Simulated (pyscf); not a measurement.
**Hydrogen shift: `[PH]=[GaH]` → `[PH2][Ga]` [singlet]**

Gas phase, singlet surface, charge 0. Bonds broken: Ga2–H4. Bonds formed: P1–H4. PySCF, gas phase, ωB97X-D3(BJ)/def2-SVP geometries. MP2 and CC: frozen core, UHF for open shells. ΔMP2 is the change of the MP2 total energy from the triple- to the quadruple-zeta basis.

Transition state (Å):

```xyz
4

P     -0.0146     1.5174     0.4626
Ga     1.1934     0.5610    -1.1586
H      0.4448     0.3383     1.1475
H     -0.2693    -0.1759    -1.3150
```

One imaginary mode, 979i cm⁻¹; descent along it reached the two sides named.

```csv
bond,change,reactant side (Å),saddle,product side
Ga2–H4,breaks,1.550,1.645,2.8
P1–H4,forms,3.7,2.468,1.432
```

Electronic energies relative to the reactant's lowest minimum found (kJ/mol):

| level | barrier | reaction energy | reverse barrier |
|---|---|---|---|
| ωB97X-D3(BJ)/def2-TZVP | 167.8 | -69.1 | 236.9 |
| PBE/def2-TZVP | 132.3 | -59.1 | 191.4 |
| r²SCAN/def2-TZVP | 145.6 | -49.4 | 194.9 |
| B3LYP-D3(BJ)/def2-TZVP | 137.8 | -74.8 | 212.7 |
| PBE0-D3(BJ)/def2-TZVP | 149.3 | -63.1 | 212.4 |
| M06-2X/def2-TZVP | 159.5 | -66.7 | 226.3 |
| ωB97M-D3(BJ)/def2-TZVP | 154.4 | -73.7 | 228.0 |
| HF/def2-TZVP | 184.4 | -84.6 | 269.1 |
| MP2/def2-QZVPP | 163.0 | -47.0 | 210.0 |
| CCSD/def2-TZVPP | 150.7 | -63.0 | 213.7 |
| CCSD(T)/def2-TZVPP | 140.3 | -55.9 | 196.2 |
| CCSD(T)/def2-TZVPP + ΔMP2(QZVPP) | 136.2 | -58.9 | 195.1 |

With CCSD(T)/def2-TZVPP + ΔMP2(QZVPP) energies and thermal terms (ideal gas, 1 atm, RRHO with modes under 100 cm⁻¹ raised to 100, one conformer, R ln 2 for rigid chiral ones), in kJ/mol:

| T (K) | ΔH‡ | ΔG‡ | ΔH | ΔG |
|---|---|---|---|---|
| 298 | 130.9 | 129.0 | -54.6 | -56.4 |
| 600 | 128.9 | 127.8 | -55.2 | -58.0 |
| 900 | 126.9 | 127.7 | -55.8 | -59.3 |
| 1200 | 124.7 | 128.3 | -56.4 | -60.3 |

One saddle was located; it need not be the lowest between these sides. One closed-shell reference is unstable to symmetry breaking; treat the single-reference values with care. The CCSD(T) − MP2 part came from Ansatz, without density fitting, on the same reference. The largest closed-shell T1 diagnostic is 0.031, which may signal static correlation. The frozen core leaves the outer d or s,p core shells of the metals and heavy elements correlated in the MP2 and CC values, and def2-TZVPP describes them poorly, which can shift differences by a few kcal/mol. Elements up to Kr have no core potential and no relativistic terms here.
